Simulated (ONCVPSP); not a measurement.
**Which change was made? (C, ONCV)**

- Element: C (Z = 6)
- Generator: ONCVPSP 4.0.1
- Type: optimised norm-conserving Vanderbilt (ONCV)
- Functional: PBE
- Relativity: non-relativistic
- Frozen core: [He]
- Valence charge: 4
- Reference configuration: 2s2 2p2
- Partial waves: 2s: rc 1.30 bohr, ncon 4, nbas 8, qcut 5.8 1/bohr, 2 projectors, debl 2.9 Ha; 2p: rc 2.60 bohr, ncon 4, nbas 7, qcut 4.9 1/bohr, 2 projectors, debl 2 Ha
- Local potential: polynomial inside 1.00 bohr (lpopt 5, dvloc0 6 Ha)
- Core correction: Teter function, fcfact 2.5, rcfact 1

Cutoffs, loose and tight: the cutoffs (Ha) at which the residual kinetic energy of the hardest occupied pseudo-wave falls to 1 and 0.1 mHa per electron. They do not see the model core or the augmentation charge, which bear on the density cutoff. Test errors are all-electron minus pseudo excitation energies from the reference, over the configurations 2s2 2p1; 2s2 2p0; 2s1 2p0; 2s1 2p2; variants that change the core or the reference have their own tests.

The base gives: outcome: generated; cutoff, loose: 15 Ha; cutoff, tight: 55 Ha; bound ghosts: none; GHOST(+) flags above zero: none; largest test error (meV): +1644.

Problem. After one change the result is: outcome: generated; cutoff, loose: 13 Ha; cutoff, tight: 18 Ha; bound ghosts: none; GHOST(+) flags above zero: none; largest test error (meV): +1635. Which change was it?
A. s: rc 1.92
B. s: rc 0.94; local potential polynomial inside 0.94 bohr (lpopt 5, dvloc0 6 Ha)
C. s: rc 1.48

Solution. C. The others give: s: rc 1.92 → outcome: generated; cutoff, loose: 9.2 Ha; cutoff, tight: 13 Ha; bound ghosts: none; GHOST(+) flags above zero: none; largest test error (meV): +1600 | s: rc 0.94; local potential polynomial inside 0.94 bohr (lpopt 5, dvloc0 6 Ha) → outcome: generated; cutoff, loose: 20 Ha; cutoff, tight: 79 Ha; bound ghosts: none; GHOST(+) flags above zero: none; largest test error (meV): +1654.
